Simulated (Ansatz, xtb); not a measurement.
Relative energy of two isomers of BGeHO

We compare I, `[BH]1[O][Ge]1`, a singlet, with II, `O=[B][GeH]`, a singlet. Both are isolated molecules in the gas phase, relaxed with PBE0-D3(BJ)/pcseg-1; the shapes shown needn't be the lowest conformers.

I (Å):

| atom | x (Å) | y (Å) | z (Å) |
| --- | --- | --- | --- |
| B | -0.4968 | -0.5199 | 0.5826 |
| Ge | 0.3509 | 0.7309 | -0.7795 |
| O | -0.9811 | 0.7197 | 0.6470 |
| H | -0.7782 | -1.4851 | 1.2354 |

II (Å):

```xyz
4

B    -0.1297    0.3205    0.2330
Ge    0.6058   -1.6159   -0.1505
O    -0.6083    1.3915    0.5170
H     1.5867   -1.0105   -1.2476
```

Quicker runs give these differences E(II) − E(I): GFN2-xTB +0.3 kcal/mol; HF/STO-3G −3.3 kcal/mol (at GFN2-xTB geometries); r2SCAN-D4/def2-SVP −3.3 kcal/mol (at GFN2-xTB geometries).

Q: Estimate E(II) − E(I) at the level CCSD(T)/def2-TZVPP.

A: Calculated at CCSD(T)/def2-TZVPP: E(II) − E(I) = −3.4 kcal/mol, so structure II lies lower.

Level by level:

| level | geometry | E(II) − E(I) (kcal/mol) | departure from the last row (kcal/mol) | job, with rough time for the two |
| --- | --- | --- | --- | --- |
| GFN2-xTB | GFN2-xTB | +0.3 | +3.7 | optimisation, 0.1 s |
| HF/STO-3G | GFN2-xTB | −3.3 | +0.1 | single point, 0.32 s |
| r2SCAN-D4/def2-SVP | GFN2-xTB | −3.3 | 0.0 | single point, 3.1 s |
| PBE0-D3(BJ)/pcseg-1 | PBE0-D3(BJ)/pcseg-1 | −5.2 | −1.8 | optimisation, 19 s |
| HF/def2-TZVPP | PBE0-D3(BJ)/pcseg-1 | −8.6 | −5.2 | part of the CCSD(T) run |
| MP2/def2-TZVPP | PBE0-D3(BJ)/pcseg-1 | −2.2 | +1.1 | part of the CCSD(T) run |
| CCSD(T)/def2-TZVPP | PBE0-D3(BJ)/pcseg-1 | −3.4 |  | single point, 48 s |

As drawn, II has 1 B=O, 1 Ge–H in place of 1 B–O, 1 Ge–O, 1 B–H. Structure I has a 3-membered ring, II no ring.

GFN2-xTB finds them nearly level. The largest departure from CCSD(T)/def2-TZVPP is that of HF/def2-TZVPP, 5.2 kcal/mol.

With harmonic frequencies from PBE0-D3(BJ)/pcseg-1 (ideal gas, rigid rotor, one conformer each, 298.15 K, 1 atm): on the last row, ΔE + ΔZPE = −5.1, ΔH = −4.6, ΔG = −5.5 kcal/mol.

The correlated steps freeze 11 core orbitals; the filled d shell of Ge is correlated, in a basis made for valence electrons. Programs: Ansatz 0.2.0, xtb 6.7.1; the last row on 1 thread of Arm Neoverse V2 on a shared host.
